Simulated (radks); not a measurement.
The molybdenum ion Mo+ inside a hard spherical wall (all orbitals vanish at R), configuration held at [Kr] 4d5 and not refilled when levels cross. Calculated with a radial shooting solver on a logarithmic mesh with Libxc functionals: scalar-relativistic Kohn-Sham, LDA (Slater exchange, VWN5 correlation), spin-polarised, spherical densities, finite nucleus; open shells are filled with parallel spins first (spin-orbit coupling, left out, can overturn this in heavy ions); Fermi nuclear charge, rms radius 4.4091 fm. Eigenvalues in eV for spin up, with the zero of energy where the potential of the charges vanishes at infinity; a dash marks a level that is unbound or too diffuse for the functional's potential to be trusted. A positive occupied level is held by the wall or, in an anion where self-interaction has pushed it up, behind a barrier. The pressure on the wall is -dE/dV.

| R (bohr) | E (hartree) | kinetic (hartree) | e(3d) | e(4s) | e(4p) | e(4d) | e(5s, empty) | e(5p, empty) | pressure (GPa) |
|---|---|---|---|---|---|---|---|---|---|
| free | -4044.24654 | 4168.604 | -227.76 | -71.967 | -46.269 | -11.553 | -10.682 | -6.381 | 0 |
| 15 | -4044.24654 | 4168.604 | -227.76 | -71.967 | -46.269 | -11.553 | -10.682 | -6.381 | < 0.0001 |
| 12 | -4044.24654 | 4168.604 | -227.76 | -71.967 | -46.269 | -11.553 | -10.682 | -6.378 | < 0.0001 |
| 8 | -4044.24626 | 4168.607 | -227.73 | -71.943 | -46.246 | -11.532 | -10.643 | -6.196 | 0.0167 |
| 7 | -4044.24513 | 4168.618 | -227.66 | -71.874 | -46.179 | -11.472 | -10.527 | -5.870 | 0.108 |
| 5 | -4044.21334 | 4168.825 | -226.48 | -70.843 | -45.197 | -10.525 | -8.632 | -2.509 | 4.86 |
| 3.5 | -4043.87532 | 4170.432 | -220.60 | -66.146 | -40.738 | -5.399 | 3.192 | 13.647 | 122 |
| 3 | -4043.33177 | 4172.862 | -214.67 | -61.812 | -36.466 | 0.111 | 17.127 | 30.804 | 453 |
| 2.5 | -4041.71080 | 4179.854 | -202.21 | -53.024 | -27.257 | 12.203 | 48.817 | 67.304 | 2080 |
| 2 | -4036.01593 | 4201.971 | -174.10 | -31.483 | -3.409 | 42.418 | 128.86 | 153.94 | 12200 |
| 1.5 | -4011.99514 | 4279.913 | -108.83 | 38.313 | 73.985 | 132.51 | 363.00 | 394.63 | 99400 |
